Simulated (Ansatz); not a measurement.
Harmonic frequencies (cm⁻¹) at PBE0-D4/def2-TZVP from Ansatz: 42, 72, 79, 150, 171, 213, 262, 432, 530, 628, 637, 722, 728, 766, 852, 909, 945, 963, 975, 1129, 1382, 1774, 2242, 2248, 2258, 2265, 2864.

Each molecule was computed in one conformer, which needn't be the lowest.

(1) Which molecule is it?
A. `O=C[SiH](Cl)O[SiH3]`
B. `[SiH3]C(Cl)I`
C. `O=C([SiH3])[SiH](O)Cl`
D. `O=CS[SiH3]`

Answers

(1) A.
